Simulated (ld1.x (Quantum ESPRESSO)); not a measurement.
Before and after: PAW potential for tungsten (W)

| Property | Result |
| --- | --- |
| Element | W (Z = 74) |
| Generator | ld1.x (Quantum ESPRESSO) 7.5 |
| Type | PAW |
| Functional | PBE |
| Relativity | non-relativistic |
| Frozen core | [Kr] 4d10 4f14 |
| Valence charge | 14 |
| Reference configuration | 5s2 5p6 5d4 6s1.75 6p0.25 |
| Partial waves | 5s (bound): rcut 1.50, rcutus 1.85 bohr; 6s (bound): rcut 1.50, rcutus 1.85 bohr; 5p (bound): rcut 1.80, rcutus 2.20 bohr; 6p (bound): rcut 1.80, rcutus 2.20 bohr; 5d (bound): rcut 1.25, rcutus 1.75 bohr; 5d channel at 1.4 Ry: rcut 1.25, rcutus 1.75 bohr |
| Local potential | all-electron potential smoothed inside 1.85 bohr (lloc = -2) |
| Core correction | Bessel-smoothed model core, default radius (core density twice the valence density) |
| Augmentation charge | BESSEL, radius 0.95 bohr |

Change: core correction Bessel-smoothed model core inside 2.06 bohr.

Cutoffs: the cutoffs (Ry, on a coarse ladder) from which the occupation-weighted sum of valence levels, in a spherical-Bessel basis at the reference potential, stays within 10 and 1 mRy of its value at 400 Ry; they do not see the model core or the augmentation charge, which bear on the density cutoff. Errors are all-electron minus pseudo energies relative to the spin-unpolarised reference configuration.

Question: How do hardness, ghosts and transferability respond?

Answer: The potential gets neither clearly harder nor softer (30 Ry and 50 Ry → 30 Ry and 50 Ry); of the 7 tests that both files solve, the error grows in 0 and shrinks in 6 by more than 15 % and 0.3 meV (median size 5.4 → 0.7 meV); neither file shows a bound ghost. The default core radius of the base comes out at 0.88 bohr. A wider model core is smoother and lowers the density cutoff, which this test does not measure.

```csv
quantity,base,changed
"cutoff, loose",30 Ry,30 Ry
"cutoff, tight",50 Ry,50 Ry
bound ghosts,none,none
"error for 5s2 5p6 5d4 6s2 6p0, meV [ΔE -0.82 eV]",+0.4,+0.1
"error for 5s2 5p6 5d4 6s1 6p0, meV [ΔE 6.84 eV]",+1.9,+0.6
"error for 5s2 5p6 5d4 6s0 6p0, meV [ΔE 20.73 eV]",+5.4,+1.9
"error for 5s2 5p6 5d4 6s0 6p1, meV [ΔE 10.90 eV]",+9.8,+2.2
"error for 5s2 5p6 5d5 6s1 6p0, meV [ΔE -1.34 eV]",+6.4,+0.7
"error for 5s2 5p6 5d3 6s0 6p0, meV [ΔE 46.88 eV]",-10,-11
"error for 5s2 5p6 5d4.5 6s1.5 6p0, meV [ΔE -1.21 eV]",+3.4,+0.7
s: phases at 2.40 bohr within 0.05 rad from the reference energy up to (Ry; the scan ends near 5),to the end of the scan,to the end of the scan
p: phases at 2.40 bohr within 0.05 rad from the reference energy up to (Ry; the scan ends near 5),to the end of the scan,to the end of the scan
d: phases at 2.40 bohr within 0.05 rad from the reference energy up to (Ry; the scan ends near 5),to the end of the scan,to the end of the scan
lowest overlap eigenvalue by channel,"s 0.13, p 0.09, d 0.50","s 0.13, p 0.09, d 0.50"
```
